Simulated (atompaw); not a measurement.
W (Z = 74): PAW (atompaw) pseudisation with PBE, scalar-relativistic reference atom.

* Element: W
* Generator: atompaw 4.2.0.5
* Type: PAW
* Functional: PBE
* Relativity: scalar-relativistic
* Frozen core: [Xe] 4f14
* Valence charge: 6
* Reference configuration: 5d4 6s2 6p0
* Partial waves: 6s (bound): rc 3.00 bohr; 6s channel at 1.85 Ry: rc 2.30 bohr; 6p (bound, empty): rc 3.00 bohr; 6p channel at 0.5 Ry: rc 3.00 bohr; 5d (bound): rc 2.05 bohr; 5d channel at 0.05 Ry: rc 2.05 bohr
* Local potential: troulliermartins scheme with l = 3 at 0 Ry, radius 2.65 bohr
* Core correction: smooth core density matched at 2.00 bohr
* Augmentation charge: sinc compensation charge, radius 2.96 bohr; PAW radius 3.00 bohr; waves and projectors: custom rrkj vanderbiltortho

(1) Estimate the cutoffs (Ry, on a coarse ladder) from which the occupation-weighted sum of valence levels, in a spherical-Bessel basis at the reference potential, stays within 10 and 1 mRy of its value at 400 Ry.

(2) Does the potential have ghost states?

(3) Is the overlap operator S = 1 + Σ q|β⟩⟨β| positive definite (Bessel basis up to 400 Ry)?

(4) Which valence shell sets the plane-wave cutoff?

Results:

(1) 25 Ry and 35 Ry.

(2) Ghost state, extra bound levels that the all-electron valence spectrum of the same l lacks: s at -19.0 eV. A true bound ghost makes a file unfit for plane-wave use.

(3) Yes: its lowest eigenvalue is 0.35 (s channel).

(4) 5d: its level needs 25 Ry to come within 1 mRy, against 6 Ry for 6s.
